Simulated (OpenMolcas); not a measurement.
What dynamic correlation does to the levels of Fe²⁺

- Program: OpenMolcas
- Basis: ANO-RCC-VQZP [7s6p4d3f2g1h]
- Scalar Hamiltonian: DKH2, point nucleus
- Active space: 12 electrons in 8 orbitals (RAS1 3p, at most 2 holes; RAS2 3d)
- State averaging: 2S+1 = 5 even, 5 roots; 2S+1 = 3 even, 45 roots; 2S+1 = 1 even, 44 roots
- Spin-orbit coupling: RASSI with atomic mean-field integrals over the reference wave functions, term energies averaged over their components

Methods on the same reference wave functions:
A. RASSCF
B. SS-RASPT2, IPEA 0.25 Eh, imaginary shift 0.1 Eh (closed shells correlated: 3s)
C. MS-RASPT2, IPEA 0.25 Eh, imaginary shift 0.1 Eh (closed shells correlated: 3s)

Energies in cm-1 above 3d6 5D4, the measured ground level; measured values from Corliss and Sugar, J. Phys. Chem. Ref. Data 11, 135 (1982).

| Level | A | B | C | Measured |
| --- | --- | --- | --- | --- |
| 3d6 5D4 | 0.0 | 0.0 | 0.0 | 0.0 |
| 3d6 5D3 | 436 | 438 | 438 | 436 |
| 3d6 5D2 | 743 | 744 | 744 | 739 |
| 3d6 5D1 | 941 | 941 | 941 | 932 |
| 3d6 5D0 | 1038 | 1037 | 1038 | 1027 |
| 3d6 3P2(1) | 21455 | 19380 | 19340 | 19405 |
| 3d6 3P1(1) | 22751 | 20680 | 20620 | 20688 |
| 3d6 3P0(1) | 23285 | 21220 | 21170 | 21208 |
| 3d6 3H6 | 24273 | 19590 | 19590 | 20051 |
| 3d6 3F4(1) | 24391 | 21320 | 21320 |  |
| 3d6 3H5 | 24488 | 19810 | 19810 | 20301 |
| 3d6 3F3(1) | 24700 | 21580 | 21550 | 21700 |
| 3d6 3H4 | 24708 | 19970 | 19970 |  |
| 3d6 3F2(1) | 24866 | 21760 | 21720 | 21857 |
| 3d6 3G5 | 28781 | 24360 | 24360 | 24559 |
| 3d6 3G4 | 29138 | 24750 | 24740 | 24941 |
| 3d6 3G3 | 29322 | 24930 | 24920 | 25142 |
| 3d6 1G4(1) | 34209 | 30810 | 30790 | 30886 |
| 3d6 3D1 | 35078 | 30900 | 30900 |  |
| 3d6 3D2 | 35104 | 30920 | 30920 |  |
| 3d6 3D3 | 35238 | 31050 | 31050 | 30858 |
| 3d6 1S0 | 36376 | 34860 | 34850 | 34812 |
| 3d6 1I6 | 36419 | 29820 | 29820 | 30356 |
| 3d6 1D2 | 41600 | 36730 | 36730 | 35804 |

Deviations, from unrounded energies. A percentage is the sum of absolute deviations over the sum of measured energies, with the sign that they share, or ± where signs differ.

| Against measurement | Levels | A | B | C |
| --- | --- | --- | --- | --- |
| mean absolute deviation (cm-1) | 19 | 2900 | 190 | 200 |
| fine structure of the ground term (%) | 4 | ±0.7 | +0.8 | +0.8 |
| other terms of the ground configuration (%) | 15 | +14.2 | ±0.9 | ±1.0 |

B, C lie about equally close to measurement and A furthest from it. The largest miss of B in the table is 3d6 1D2, by +920 cm-1. The ranking rests on the paired levels alone, and a cruder setting can come out closer through cancelling errors.

Between B and C the level of the table that moves most is 3d6 3P0(1), by 56 cm-1 (lowest in C, highest in B). Moves below CASPT2's spread within the term are not significant.

The mean deviations of B to C differ by less than CASPT2's widest spread within a term (1400 cm-1), so their order carries little weight.

From A to B the spin-free energies of the other terms of 3d6 shown, above 5D, scale by factors of 0.81 to 0.96, as is usual when dynamic correlation screens the repulsion within a d or f shell.

The lowest spin-free term lies below A's lowest term by 0.524 hartree in B, 0.524 hartree in C.

Term energies are means over components that CASPT2 splits; among the terms shown or strongly mixed into the levels shown the widest spread is 1400 cm-1 (3d6 1I, C). Active for correlation alone: 3p; no level in the range computed is led by a configuration that opens it, so any true level of that kind is missing. Without dynamic correlation excited terms often stand tens of per cent too high (terms of higher spin than the ground term too low), and those without a measured partner can miss by more than the paired ones (holds for A). The CASPT2 spread within a term exceeds the gap to the next term for 3d6 3H and 3d6 3P(1), 3d6 1I and 3d6 1G(1), 3d6 1G(1) and 3d6 3D, so the order of their levels is uncertain (holds for C). Measured partners are found by configuration, term and J. A level has none where our copy of the source lacks it or the pairing is in doubt (some pairs that miss far off the trend of their configuration count as doubtful), and it then counts in no deviation. Levels of configurations outside the active space are missing. Levels that lie high or do not pair safely by name in every column are left out.

A number in round brackets counts repeated terms of one configuration in the order of the reference energies.
